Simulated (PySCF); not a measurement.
Simulation results for Ge2H4N, Ge2H5N, Ge2H4O, GeH5N2O and others

Calculation on a computer-drawn molecule: optimised geometry and harmonic frequencies of an isolated molecule of the commonest isotopes, restricted reference for singlets and unrestricted otherwise, frozen core in MP2; on germanium a core potential holds 10 electrons, which the energies leave out, and 3d is frozen in MP2 and coupled-cluster steps. Program: PySCF 2.14.0.

(1) Ge2H4N

Start structure:
```xyz
7
Ge2H4N
Ge    -1.5334    -0.9823    -1.1595
N     -0.3303    -1.2552     0.0090
Ge     0.9001    -1.4808     1.2295
H     -1.4221    -1.7352    -2.5476
H     -2.7130    -0.1640    -0.7407
H      0.7740    -2.6732     2.1266
H      2.0950    -0.5348     1.1107
```

It was run with charge 1, multiplicity 1, method HF, basis cc-pVDZ and basis and core potential on germanium cc-pVDZ-PP ECP10MDF.

The calculation gives: rotational constants 73.01, 1.129, 1.129 GHz; total energy -643.2331 hartree; convergence status largest gradient component 1.671e-05 hartree/bohr.

Drawn bonds:
| atom | other atom | order |
| --- | --- | --- |
| 1 | 2 | 2 |
| 2 | 3 | 1 |
| 1 | 4 | 1 |
| 1 | 5 | 1 |
| 3 | 6 | 1 |
| 3 | 7 | 1 |

Optimised structure:
```xyz
7
Ge2H4N
Ge    -1.5382    -1.0278    -1.1365
N     -0.3185    -1.2608     0.0040
Ge     0.9012    -1.4938     1.1446
H     -1.4417    -1.6987    -2.4858
H     -2.7201    -0.1495    -0.8023
H      0.8034    -2.6389     2.1240
H      2.0842    -0.5561     1.1801
```

Modes:
| frequency (cm⁻¹) | reduced mass (dalton) |
| --- | --- |
| 108.5 | 5.639 |
| 108.5 | 5.64 |
| 285.5 | 1.008 |
| 405.7 | 30.31 |
| 660.6 | 1.155 |
| 660.7 | 1.155 |
| 709.3 | 1.06 |
| 709.4 | 1.06 |
| 924 | 1.047 |
| 947.3 | 1.022 |
| 1353 | 11.76 |
| 2337 | 1.014 |
| 2337 | 1.014 |
| 2350 | 1.028 |
| 2350 | 1.028 |

(2) Ge2H4N

Start structure:
```xyz
7
Ge2H4N
Ge    -1.5382    -1.0278    -1.1365
N     -0.3185    -1.2608     0.0040
Ge     0.9012    -1.4938     1.1446
H     -1.4417    -1.6987    -2.4858
H     -2.7201    -0.1495    -0.8023
H      0.8034    -2.6389     2.1240
H      2.0842    -0.5561     1.1801
```

Here we set charge 1, multiplicity 1, method MP2, basis cc-pVDZ and basis and core potential on germanium cc-pVDZ-PP ECP10MDF.

Results for Ge2H4N: rotational constants 70.37, 1.084, 1.084 GHz; total energy -643.5710 hartree; convergence status largest gradient component 8.365e-06 hartree/bohr.

Drawn bonds:
| atom | other atom | order |
| --- | --- | --- |
| 1 | 2 | 2 |
| 2 | 3 | 1 |
| 1 | 4 | 1 |
| 1 | 5 | 1 |
| 3 | 6 | 1 |
| 3 | 7 | 1 |

Optimised structure:
```xyz
7
Ge2H4N
Ge    -1.5643    -1.0227    -1.1612
N     -0.3185    -1.2618     0.0038
Ge     0.9272    -1.4988     1.1692
H     -1.4351    -1.7118    -2.5064
H     -2.7366    -0.1340    -0.7911
H      0.7969    -2.6589     2.1379
H      2.1007    -0.5375     1.1759
```

Modes:
| frequency (cm⁻¹) | reduced mass (dalton) |
| --- | --- |
| 76.4 | 6.242 |
| 76.81 | 6.237 |
| 355.1 | 1.008 |
| 364.6 | 33.65 |
| 584.8 | 1.101 |
| 584.8 | 1.101 |
| 644.3 | 1.086 |
| 644.3 | 1.086 |
| 858.7 | 1.045 |
| 874.9 | 1.019 |
| 1259 | 11.99 |
| 2266 | 1.013 |
| 2267 | 1.013 |
| 2298 | 1.028 |
| 2298 | 1.028 |

(3) Ge2H5N

Start structure:
```xyz
8
Ge2H5N
Ge     2.7678    -0.4165    -2.1068
N      1.3522     0.2370    -1.1569
Ge    -0.2127    -0.6931    -0.9138
H      3.6677     0.9028    -1.7264
H      1.4434     1.0220    -0.6232
H     -1.3530     0.2148    -1.3234
H     -0.4847    -1.0335     0.5700
H     -0.2458    -1.8819    -1.6944
```

Settings of this run: charge 0, multiplicity 1, method HF, basis cc-pVDZ and basis and core potential on germanium cc-pVDZ-PP ECP10MDF.

Results for Ge2H5N: rotational constants 26.76, 1.181, 1.148 GHz; total energy -644.1074 hartree; convergence status largest gradient component 7.35e-06 hartree/bohr.

Drawn bonds:
| atom | other atom | order |
| --- | --- | --- |
| 1 | 2 | 1 |
| 2 | 3 | 1 |
| 1 | 4 | 1 |
| 2 | 5 | 1 |
| 3 | 6 | 1 |
| 3 | 7 | 1 |
| 3 | 8 | 1 |

Optimised structure:
```xyz
8
Ge2H5N
Ge     2.7852    -0.3616    -2.1300
N      1.3637     0.1774    -1.1099
Ge    -0.2643    -0.6708    -0.8860
H      3.7011     0.8887    -1.7577
H      1.4572     1.0390    -0.5990
H     -1.4052     0.2392    -1.3561
H     -0.4836    -1.0153     0.5918
H     -0.2192    -1.9450    -1.7280
```

Modes:
| frequency (cm⁻¹) | reduced mass (dalton) |
| --- | --- |
| 93.17 | 1.287 |
| 154.7 | 9.87 |
| 262.9 | 1.217 |
| 497.8 | 2.809 |
| 649.5 | 1.032 |
| 666.5 | 1.302 |
| 702.9 | 1.199 |
| 812.6 | 2.304 |
| 887.4 | 1.304 |
| 948.9 | 1.022 |
| 958.3 | 1.086 |
| 982.7 | 1.075 |
| 1263 | 1.244 |
| 1950 | 1.021 |
| 2207 | 1.024 |
| 2227 | 1.02 |
| 2252 | 1.015 |
| 3774 | 1.076 |

(4) Ge2H4O

Start structure:
```xyz
7
Ge2H4O
Ge    -1.0510     2.5642     1.4443
O     -0.1935     2.3286    -0.0826
Ge     0.4428     1.4838    -1.4367
H     -1.5431     1.0178     1.6989
H      2.0028     1.6471    -1.3380
H     -0.0915     2.1667    -2.6462
H      0.0967     0.0495    -1.3912
```

Settings of this run: charge 0, multiplicity 1, method HF, basis cc-pVDZ and basis and core potential on germanium cc-pVDZ-PP ECP10MDF.

It finds rotational constants 36.4, 1.166, 1.147 GHz; total energy -663.9543 hartree; convergence status largest gradient component 2.152e-05 hartree/bohr.

Drawn bonds:
| atom | other atom | order |
| --- | --- | --- |
| 1 | 2 | 1 |
| 2 | 3 | 1 |
| 1 | 4 | 1 |
| 3 | 5 | 1 |
| 3 | 6 | 1 |
| 3 | 7 | 1 |

Optimised structure:
```xyz
7
Ge2H4O
Ge    -1.0828     2.4791     1.4503
O     -0.1474     2.5642    -0.0546
Ge     0.4483     1.5319    -1.3731
H     -1.3869     0.9003     1.4126
H      1.9762     1.5848    -1.3525
H     -0.0956     2.0963    -2.6855
H     -0.0486     0.1012    -1.1487
```

Modes:
| frequency (cm⁻¹) | reduced mass (dalton) |
| --- | --- |
| 38.32 | 1.389 |
| 130.4 | 7.178 |
| 203.2 | 1.35 |
| 440.7 | 8.059 |
| 694.7 | 1.156 |
| 701.8 | 1.125 |
| 856 | 1.311 |
| 875.6 | 1.912 |
| 951.7 | 1.024 |
| 955.5 | 1.026 |
| 1005 | 1.545 |
| 1900 | 1.022 |
| 2230 | 1.024 |
| 2236 | 1.024 |
| 2256 | 1.011 |

(5) Ge2H4O

Start structure:
```xyz
7
Ge2H4O
Ge    -1.0828     2.4791     1.4503
O     -0.1474     2.5642    -0.0546
Ge     0.4483     1.5319    -1.3731
H     -1.3869     0.9003     1.4126
H      1.9762     1.5848    -1.3525
H     -0.0956     2.0963    -2.6855
H     -0.0486     0.1012    -1.1487
```

It was run with charge 0, multiplicity 1, method MP2, basis cc-pVDZ and basis and core potential on germanium cc-pVDZ-PP ECP10MDF.

The calculation gives: rotational constants 30.18, 1.194, 1.166 GHz; total energy -664.3219 hartree; convergence status largest gradient component 1.814e-05 hartree/bohr.

Drawn bonds:
| atom | other atom | order |
| --- | --- | --- |
| 1 | 2 | 1 |
| 2 | 3 | 1 |
| 1 | 4 | 1 |
| 3 | 5 | 1 |
| 3 | 6 | 1 |
| 3 | 7 | 1 |

Optimised structure:
```xyz
7
Ge2H4O
Ge    -1.0900     2.4349     1.4486
O     -0.1153     2.6911    -0.0543
Ge     0.4358     1.5374    -1.3486
H     -1.3247     0.8444     1.2768
H      1.9696     1.5557    -1.3486
H     -0.1109     2.0629    -2.6817
H     -0.1013     0.1314    -1.0438
```

Modes:
| frequency (cm⁻¹) | reduced mass (dalton) |
| --- | --- |
| 42.06 | 1.35 |
| 146.4 | 8.412 |
| 247.6 | 1.217 |
| 454.1 | 6.622 |
| 640.2 | 1.167 |
| 654.5 | 1.121 |
| 801.9 | 1.267 |
| 809.4 | 2.412 |
| 896.4 | 1.023 |
| 903.4 | 1.036 |
| 936 | 1.349 |
| 1858 | 1.022 |
| 2194 | 1.019 |
| 2201 | 1.024 |
| 2204 | 1.016 |

(6) GeH5N2O

Start structure:
```xyz
9
GeH5N2O
N     -1.1320    -0.6823     0.2174
Ge     0.1776    -1.3517    -0.6786
N      1.6935    -1.7666    -0.0321
O     -0.2905    -1.6411    -2.2454
H     -2.0720    -0.5346    -0.2444
H     -1.1097    -0.4369     1.1660
H      2.4008    -2.1545    -0.6747
H      1.9656    -1.6162     0.9473
H      0.2950    -1.9985    -2.9710
```

It was run with charge 1, multiplicity 1, method HF, basis cc-pVDZ and basis and core potential on germanium cc-pVDZ-PP ECP10MDF.

Results for GeH5N2O: rotational constants 6.676, 6.085, 3.184 GHz; total energy -479.8627 hartree; convergence status largest gradient component 1.74e-05 hartree/bohr.

Drawn bonds:
| atom | other atom | order |
| --- | --- | --- |
| 1 | 2 | 1 |
| 2 | 3 | 1 |
| 2 | 4 | 1 |
| 1 | 5 | 1 |
| 1 | 6 | 1 |
| 3 | 7 | 1 |
| 3 | 8 | 1 |
| 4 | 9 | 1 |

Optimised structure:
```xyz
9
GeH5N2O
N     -1.1581    -0.6876     0.2281
Ge     0.1215    -1.3721    -0.7011
N      1.6824    -1.7541    -0.0636
O     -0.2786    -1.6485    -2.3299
H     -2.0498    -0.4836    -0.1874
H     -1.0844    -0.4644     1.2032
H      2.4173    -2.1520    -0.6195
H      1.9321    -1.5966     0.8962
H      0.3458    -2.0235    -2.9415
```

Modes:
| frequency (cm⁻¹) | reduced mass (dalton) |
| --- | --- |
| 210.6 | 3.8 |
| 226.5 | 3.035 |
| 247.6 | 4.072 |
| 251.8 | 1.381 |
| 276.1 | 1.242 |
| 353.7 | 1.11 |
| 382.5 | 1.042 |
| 444 | 1.023 |
| 809.2 | 5.898 |
| 845.3 | 1.235 |
| 880.8 | 3.472 |
| 910.7 | 3.519 |
| 947.7 | 1.384 |
| 964.1 | 1.498 |
| 1653 | 1.116 |
| 1673 | 1.105 |
| 3755 | 1.048 |
| 3762 | 1.049 |
| 3875 | 1.102 |
| 3880 | 1.103 |
| 4104 | 1.069 |

(7) GeH5N2

Start structure:
```xyz
8
GeH5N2
N     -0.3088    -0.5518     0.0321
Ge    -2.1447     0.0552    -0.2904
N     -2.8697    -1.7765    -0.3973
H      0.2496     0.1140     0.5550
H     -0.4286    -1.4281     0.5866
H     -2.1376     0.4051    -2.3111
H     -2.1956    -2.2553    -0.9347
H     -3.6557    -1.7667    -0.9318
```

Here we set charge -1, multiplicity 1, method HF, basis aug-cc-pVDZ and basis and core potential on germanium aug-cc-pVDZ-PP ECP10MDF.

Results for GeH5N2: rotational constants 11.62, 6.204, 4.385 GHz; total energy -405.2091 hartree; convergence status largest gradient component 2.513e-05 hartree/bohr.

Drawn bonds:
| atom | other atom | order |
| --- | --- | --- |
| 1 | 2 | 1 |
| 2 | 3 | 1 |
| 1 | 4 | 1 |
| 1 | 5 | 1 |
| 2 | 6 | 1 |
| 3 | 7 | 1 |
| 3 | 8 | 1 |

Optimised structure:
```xyz
8
GeH5N2
N     -0.2998    -0.1774     0.1235
Ge    -2.1013     0.0850    -0.5755
N     -2.7894    -1.7637    -0.4647
H     -0.3367    -0.2363     1.1271
H      0.0968    -1.0503    -0.1858
H     -1.6322     0.0051    -2.1244
H     -2.6495    -2.3023    -1.3026
H     -3.7790    -1.7643    -0.2891
```

Modes:
| frequency (cm⁻¹) | reduced mass (dalton) |
| --- | --- |
| 112.1 | 1.077 |
| 215.5 | 1.838 |
| 245.9 | 1.442 |
| 498.8 | 7.673 |
| 539.1 | 6.186 |
| 612 | 1.136 |
| 655.3 | 1.097 |
| 709 | 1.232 |
| 751.1 | 1.041 |
| 918.4 | 1.106 |
| 963.4 | 1.15 |
| 1670 | 1.093 |
| 1674 | 1.092 |
| 1749 | 1.02 |
| 3669 | 1.051 |
| 3686 | 1.05 |
| 3753 | 1.091 |
| 3770 | 1.092 |

(8) AlClGeH4N

Start structure:
```xyz
8
AlClGeH4N
N     -1.5365    -1.9764    -1.4517
Ge    -0.9881    -0.6310    -0.5363
Al     1.1865     0.5512    -1.2914
Cl     2.8209     1.4455    -1.7960
H     -1.1194    -3.0127    -1.3054
H     -1.9087    -2.0804    -2.4198
H     -2.0582     0.4285    -0.8853
H     -0.7910    -1.0062     0.8317
```

Settings of this run: charge 1, multiplicity 1, method HF, basis cc-pV(D+d)Z and basis and core potential on germanium cc-pVDZ-PP ECP10MDF.

It finds rotational constants 10.84, 0.7705, 0.7293 GHz; total energy -1051.4132 hartree; convergence status largest gradient component 1.348e-05 hartree/bohr.

Drawn bonds:
| atom | other atom | order |
| --- | --- | --- |
| 1 | 2 | 1 |
| 2 | 3 | 1 |
| 3 | 4 | 1 |
| 1 | 5 | 1 |
| 1 | 6 | 1 |
| 2 | 7 | 1 |
| 2 | 8 | 1 |

Optimised structure:
```xyz
8
AlClGeH4N
N     -1.4459    -2.0743    -1.5235
Ge    -1.1711    -0.6413    -0.5110
Al     1.1363     0.5270    -1.2712
Cl     2.8975     1.3567    -1.9041
H     -1.0031    -2.9549    -1.3399
H     -1.8406    -2.0151    -2.4432
H     -2.1354     0.4905    -0.7871
H     -0.8321    -0.9700     0.9257
```

Modes:
| frequency (cm⁻¹) | reduced mass (dalton) |
| --- | --- |
| 66.03 | 9.718 |
| 90.05 | 10.07 |
| 147 | 28.09 |
| 174.3 | 19.28 |
| 268 | 1.112 |
| 318.5 | 1.051 |
| 465.1 | 1.102 |
| 630.3 | 27 |
| 686 | 1.014 |
| 758 | 1.578 |
| 823.4 | 1.976 |
| 900 | 1.026 |
| 942.4 | 1.215 |
| 1672 | 1.106 |
| 2317 | 1.014 |
| 2331 | 1.027 |
| 3774 | 1.049 |
| 3889 | 1.101 |

(9) BGeH5NO

Start structure:
```xyz
9
BGeH5NO
N      1.4620     0.0817     0.9974
Ge     0.7796     1.1731     2.3613
B     -0.5667     2.3722     1.2957
O     -1.4218     3.0073     0.6774
H      1.7558    -0.8391     1.3080
H      2.0864     0.4469     0.3562
H     -0.0025     0.3864     3.1924
H      1.7000     2.1276     3.0191
H     -2.0540     3.5135     0.2336
```

Here we set charge 1, multiplicity 1, method HF, basis cc-pVDZ and basis and core potential on germanium cc-pVDZ-PP ECP10MDF.

It finds rotational constants 10.39, 2.293, 1.947 GHz; total energy -450.0784 hartree; convergence status largest gradient component 1.659e-05 hartree/bohr.

Drawn bonds:
| atom | other atom | order |
| --- | --- | --- |
| 1 | 2 | 1 |
| 2 | 3 | 1 |
| 3 | 4 | 1 |
| 1 | 5 | 1 |
| 1 | 6 | 1 |
| 2 | 7 | 1 |
| 2 | 8 | 1 |
| 4 | 9 | 1 |

Optimised structure:
```xyz
9
BGeH5NO
N      1.5140     0.2705     0.9422
Ge     0.8359     1.1426     2.3672
B     -0.6976     2.3516     1.3997
O     -1.5709     3.0414     0.8511
H      1.3671    -0.7233     0.9047
H      2.4608     0.4879     0.6836
H      0.0273     0.2923     3.3244
H      1.7418     2.1908     2.9787
H     -1.9396     3.2158    -0.0105
```

Modes:
| frequency (cm⁻¹) | reduced mass (dalton) |
| --- | --- |
| 96.98 | 1.182 |
| 106.4 | 4.295 |
| 195.4 | 1.041 |
| 247.2 | 2.639 |
| 309.6 | 8.545 |
| 361 | 2.537 |
| 464.3 | 1.762 |
| 520.3 | 1.262 |
| 533.5 | 1.358 |
| 709 | 1.104 |
| 768.3 | 3.862 |
| 824.3 | 1.076 |
| 919.7 | 1.023 |
| 1003 | 1.165 |
| 1692 | 1.096 |
| 1795 | 9.177 |
| 2314 | 1.014 |
| 2321 | 1.026 |
| 3747 | 1.05 |
| 3845 | 1.097 |
| 4059 | 1.074 |

(10) CH6GeNO

Start structure:
```xyz
10
CH6GeNO
N     -0.4635     0.5722     1.0014
Ge    -0.8459     0.1190    -0.6532
C      0.5022     0.5869    -1.9176
O      0.9692     1.8680    -1.9993
H     -0.2842     1.5578     1.2574
H      0.3909     0.1622     1.4788
H     -1.1267    -1.3164    -0.6317
H     -2.0926     0.9285    -0.8586
H      0.9828    -0.1826    -2.5435
H      1.6382     1.9574    -2.7022
```

Here we set charge 0, multiplicity 2, method HF, basis cc-pVDZ and basis and core potential on germanium cc-pVDZ-PP ECP10MDF.

Results for CH6GeNO: rotational constants 9.032, 2.905, 2.419 GHz; total energy -464.0083 hartree; spin squared 0.7636; convergence status largest gradient component 1.336e-05 hartree/bohr.

Drawn bonds:
| atom | other atom | order |
| --- | --- | --- |
| 1 | 2 | 1 |
| 2 | 3 | 1 |
| 3 | 4 | 1 |
| 1 | 5 | 1 |
| 1 | 6 | 1 |
| 2 | 7 | 1 |
| 2 | 8 | 1 |
| 3 | 9 | 1 |
| 4 | 10 | 1 |

Optimised structure:
```xyz
10
CH6GeNO
N     -0.4205     0.5607     1.1322
Ge    -0.8581     0.1765    -0.6178
C      0.5281     0.5542    -1.9208
O      0.8941     1.8587    -2.0780
H     -0.3176     1.5470     1.3046
H      0.4230     0.1118     1.4484
H     -1.1535    -1.3233    -0.7024
H     -2.0989     1.0142    -0.9320
H      1.1107    -0.1868    -2.4619
H      1.5632     1.9401    -2.7408
```

Modes:
| frequency (cm⁻¹) | reduced mass (dalton) |
| --- | --- |
| 57.42 | 2.294 |
| 135.5 | 1.495 |
| 179.3 | 1.092 |
| 219.3 | 3.852 |
| 274.4 | 2.07 |
| 307.7 | 1.467 |
| 501.1 | 1.435 |
| 629.9 | 2.222 |
| 659.6 | 2.155 |
| 707.3 | 2.026 |
| 774.4 | 1.182 |
| 875.6 | 1.072 |
| 927.8 | 1.023 |
| 1006 | 1.148 |
| 1249 | 1.394 |
| 1318 | 2.335 |
| 1503 | 1.462 |
| 1704 | 1.094 |
| 2228 | 1.024 |
| 2240 | 1.015 |
| 3284 | 1.089 |
| 3724 | 1.051 |
| 3811 | 1.093 |
| 4149 | 1.067 |
